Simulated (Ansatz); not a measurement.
Ideal-gas functions of `C[O][ZnH]` at 600 K and 1 bar, from an Ansatz frequency run at PBE0-D4/def2-TZVP.

Molar mass 97.43 g/mol, point group Cs (symmetry number 1), electronic degeneracy 1, moments of inertia 8.267, 129.993, 135.091 u Å². Harmonic wavenumbers (cm⁻¹, unscaled): 74, 163, 476, 489, 583, 1156, 1173, 1200, 1481, 1493, 1497, 1985, 2977, 3024, 3055.

Use S(trans) = R[1.5 ln M + 2.5 ln T − 1.1517]; rotational temperatures θ = 24.2544 K / I; S(rot) = R[ln(√π/σ · √(T³/θAθBθC)) + 1.5]; for each mode x = 1.438777 ν̃/T, S = R[x/(eˣ − 1) − ln(1 − e⁻ˣ)] and H = RT x/(eˣ − 1); 1 cm⁻¹ = 0.0119627 kJ/mol; R = 8.31446 J/(mol·K).

Question: By hand: the entropy, in J/(mol·K).

Answer: Translation 180.5. Rotation: θ = 2.9339, 0.1866, 0.1795 K, giving 106.7. Vibration, mode by mode: 22.70, 16.18, 7.65, 7.45, 6.17, 2.07, 2.01, 1.91, 1.11, 1.09, 1.08, 0.41, 0.05, 0.05, 0.05, in all 70.0. Electronic 0.0. Sum 357.2 J/(mol·K).

Question: By hand: H − E and G − E in kJ/mol, counted from the electronic energy.

Answer: Zero-point energy ½ × 20826 × 0.0119627 = 124.6; thermal vibration 20.7; translation, rotation and pV give 4 RT = 20.0. H − E = 165.3 kJ/mol, and G − E = 165.3 − 600 × 357.2/1000 = -49.0 kJ/mol.

Vibration gives 20 % of the entropy, 22.7 J/(mol·K) of it from the mode under 150 cm⁻¹: soft modes count most, and the harmonic formula is weakest for them.
